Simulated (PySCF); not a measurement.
Cl2GeH4Si, SMILES Cl[SiH](Cl)[GeH3]. The structure is a stationary point at ωB97X-D3(BJ)/def2-SVP. This is a generated structure with no PubChem entry under its InChIKey; it may be hypothetical.

Level of theory: ωB97X-D3(BJ)/def2-SVP run with PySCF 2.14.0.

Harmonic wavenumbers (cm⁻¹): 93, 106, 126, 192, 357, 479, 493, 556, 603, 765, 816, 834, 901, 901, 2193, 2196, 2204, 2292. Rotational constants (GHz): 2.260, 1.249, 0.8602; symmetry number 1.

Task: Work out the zero-point energy and the ideal-gas rigid-rotor harmonic-oscillator thermochemistry at 298.15 K and 1 atm.

Result: ZPE = ½ Σ hcν = ½ × 16107 cm⁻¹ = 23.03 kcal/mol. H − E(el) = 28.05 kcal/mol. Entropy in cal/(mol K): translation 41.40, rotation 29.27, vibration 16.54, total 87.21. G − E(el) = 2.05 kcal/mol. Cp = 24.85 cal/(mol K). Modes under 150 cm⁻¹ make the vibrational entropy uncertain.
